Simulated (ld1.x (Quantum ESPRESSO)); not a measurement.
# Reading a pseudo-wave (Tb)

Columns: radius, all-electron u(r) and pseudo u(r) of the 5s shell (level -61.35 eV) of terbium in the configuration [Kr] 4d10 4f8 5s2 5p6 5d1 6s0.5 6p0; PBEsol, scalar-relativistic, TM semilocal scheme, ld1.x (Quantum ESPRESSO) 7.5.

```tsv
r (bohr)	all-electron	pseudo
0.103	-0.0043	0.0346
0.205	0.3330	0.0738
0.308	-0.2174	0.1242
0.410	-0.5480	0.1913
0.513	-0.4401	0.2833
0.615	-0.0961	0.4035
0.718	0.2929	0.5530
0.820	0.6161	0.7159
0.923	0.8450	0.8691
1.025	0.9777	0.9803
1.128	1.0330	1.0330
1.230	1.0299	1.0299
1.332	0.9873	0.9873
1.435	0.9192	0.9192
1.538	0.8373	0.8373
1.640	0.7509	0.7509
1.743	0.6639	0.6639
1.845	0.5815	0.5815
1.948	0.5043	0.5043
2.050	0.4349	0.4349
2.153	0.3722	0.3722
2.255	0.3173	0.3173
2.358	0.2690	0.2690
2.460	0.2275	0.2275
2.562	0.1919	0.1919
2.665	0.1611	0.1611
```

**Question.** How many radial nodes do the two functions have?

**Answer.** The all-electron 5s function has n − l − 1 = 4 (the table is too coarse to show those close to the nucleus); the pseudo-wave has 0, since the states of the same l below it are removed with the core.

**Question.** At about which radius was the pseudo-wave matched?

**Answer.** 1.20 bohr, where the columns begin to agree (steps of 0.10 bohr).

**Question.** Is the pseudo-wave norm-conserving?

**Answer.** Yes: the TM semilocal scheme keeps the norm inside the radius equal to the all-electron one, which fixes the energy derivative of the logarithmic derivative at the level.
